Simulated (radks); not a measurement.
Fractional charge and spin in the 2s shell of oxygen: the spin-up occupation runs from 0 to 1 and the spin-down occupation from 0 to 1; the fullest corner is O3+, [He] 2p(up 0.5, down 0.5) 2s(up 1, down 1). All-electron calculation, scalar-relativistic Kohn-Sham, PBE, spin-polarised, spherical densities, point nucleus. Program: a radial shooting solver on a logarithmic mesh with Libxc functionals. Energy (eV) above the fullest corner. The planes named below are the two flat planes that join the four corners, with an edge along up + down = one added electron.

| down \ up | 0 | 0.25 | 0.5 | 0.75 | 1 |
|---|---|---|---|---|---|
| 0 | 203.271 | 172.855 | 143.702 | 115.854 | 89.337 |
| 0.25 | 172.855 | 144.032 | 116.456 | 90.167 | 65.188 |
| 0.5 | 143.702 | 116.456 | 90.440 | 65.691 | 42.230 |
| 0.75 | 115.854 | 90.167 | 65.691 | 42.461 | 20.495 |
| 1 | 89.337 | 65.188 | 42.230 | 20.495 | 0.000 |

Corners above the fullest one (they belong to O4+ and the next ion): (up 1, down 0) 89.337 eV, (up 0, down 1) 89.337 eV, (up 0, down 0) 203.27 eV. With half an added electron in each spin the energy lies 1.103 eV from the planes, and with half an added electron in spin up alone -2.603 eV. The planes are only a guide here: the flat-plane condition holds for ground states with one frontier orbital, while this shell lies below other occupied shells, so the corners above the fullest one are inner-hole states and not the ground states of those ions.
